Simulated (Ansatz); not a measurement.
Stepwise reaction of `[NH2][GeH2][SiH](N)O` with hydrogen, as a gas-phase model of exchange steps in deposition or etching. ΔE in kJ/mol.

Calculated with Ansatz (gas phase, PBE0-D4/def2-TZVP geometries, no zero-point term in ΔE). CCSD(T)/CBS is the MP2 limit (def2-TZVPP, def2-QZVPP) plus CCSD(T) − MP2 in def2-TZVPP, frozen cores. This one scheme is used for every species. Functionals use def2-TZVPP. B3LYP here is the variant with VWN-RPA as its local correlation; programs differ in this. For Ge outer-core shells are correlated without core-valence functions, which leaves a few kJ/mol of doubt a bond. Scalar relativity is left out up to krypton. Each species was taken in one conformer, which may not be the lowest.

```tsv
step	reaction	PBE-D4	B3LYP-D4	ωB97M-V	CCSD(T)/CBS
1	`[NH2][GeH2][SiH](N)O` + H₂ → `[NH2][GeH2][SiH2]O` + NH₃	33.1	40.1	40.7	41.0
2	`[NH2][GeH2][SiH2]O` + H₂ → `O[SiH2][GeH3]` + NH₃	-15.6	-19.7	-20.4	-20.6
```

(1) By hand: ΔE of the 2 steps together at CCSD(T)/CBS.

Results:

(1) (41.0) + (-20.6) = 20.4 kJ/mol, or 10.2 kJ/mol a step.

In ΔE each step is lower than the one before. PBE-D4 differs from CCSD(T)/CBS by -7.9 to 5.0 kJ/mol a step. Isolated molecules leave out the surface, adducts and barriers. Largest T1 diagnostic: 0.012.
